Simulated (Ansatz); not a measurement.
Isolated molecules relaxed with PBE0-D4/def2-TZVP in Ansatz; ΔE leaves out vibrations. CCSD(T)/CBS is the MP2 limit (def2-TZVPP, def2-QZVPP) plus CCSD(T) − MP2 in def2-TZVPP, frozen cores. This one scheme is used for every species. Functionals use def2-TZVPP. B3LYP here is the variant with VWN-RPA as its local correlation; programs differ in this. For Ge outer-core shells are correlated without core-valence functions, which leaves a few kJ/mol of doubt a bond. Scalar relativity is left out up to krypton. Each species was taken in one conformer, which may not be the lowest.

`[GeH3][SiH2][SiH2][SiH2][GeH3]` + `F[SiH3]` → `F[SiH2][GeH3]` + `[SiH3][SiH2][SiH2][GeH3]`  (redistribution)

`[GeH3][SiH2][SiH2][SiH2][GeH3]`:

Cartesian coordinates in Å:
```
Ge -0.534 -1.169 2.324
Si 1.205 -1.387 0.714
Si 1.766 0.720 -0.130
Si -0.204 1.793 -0.783
Ge -1.480 0.350 -2.180
H -0.897 -2.530 2.942
H -0.099 -0.220 3.454
H -1.793 -0.583 1.664
H 0.721 -2.244 -0.404
H 2.385 -2.051 1.334
H 2.465 1.510 0.922
H 2.677 0.586 -1.302
H 0.086 3.064 -1.504
H -1.004 2.118 0.431
H -0.658 -0.065 -3.412
H -2.770 1.035 -2.662
H -1.866 -0.925 -1.409
```

`F[SiH3]`:

Z-matrix (Å, degrees):
```
Si
F 1 1.600
H 1 1.482 2 108.3
H 1 1.482 2 108.3 3 -120.0
H 1 1.482 2 108.3 3 120.0
```

`F[SiH2][GeH3]`:

```xyz
8

F     1.234   -1.635    1.012
Si    0.811   -0.814   -0.302
Ge   -0.815    0.827    0.273
H     2.036   -0.186   -0.858
H     0.270   -1.786   -1.287
H    -2.078    0.170    0.850
H    -1.204    1.608   -0.994
H    -0.254    1.817    1.305
```

`[SiH3][SiH2][SiH2][GeH3]`:

```xyz
14

Si   -0.350   -1.417   -1.853
Si   -1.333    0.448   -0.842
Si   -0.615    0.606    1.377
Ge    1.764    0.638    1.453
H    -0.710   -2.650   -1.102
H    -0.801   -1.567   -3.263
H     1.130   -1.270   -1.838
H    -2.818    0.344   -0.910
H    -0.917    1.678   -1.573
H    -1.109   -0.573    2.142
H    -1.152    1.838    2.020
H     2.326   -0.699    0.941
H     2.273    0.862    2.887
H     2.312    1.763    0.560
```

```
             level  ΔE (eV)
         r2SCAN-D4     0.15
          B3LYP-D4     0.16
      CAM-B3LYP-D4     0.15
           ωB97M-V     0.16
              BLYP     0.04
     HF/def2-TZVPP     0.09
    MP2/def2-QZVPP     0.23
SCS-MP2/def2-QZVPP     0.20
```

Question: What does CCSD(T)/CBS give? (Best estimate.)

Answer: The calculation gave: +0.19 eV. The listed levels differ from it by -0.04, -0.03, -0.04, -0.03, -0.15, -0.10, 0.04, 0.01 eV.

Largest T1 diagnostic among the species: 0.013.

Leaving LDA and LC-ωPBE aside and taking each functional with its dispersion term where it has one, the values, not all of them listed here, spread over 0.06 eV, from B2PLYP to BHLYP-D4. LDA lies +0.04 eV from PBE without D4. In def2-TZVPP, CCSD(T) changes the Hartree–Fock value by +0.11 eV (the triples alone add +0.02 eV) and MP2 by +0.15 eV. The D4 term adds +0.10 eV with B3LYP and +0.06 eV with PBE0; it sums over pairs of atoms, weighted by their polarisabilities, and B3LYP, whose exchange is more repulsive, gets the larger term.
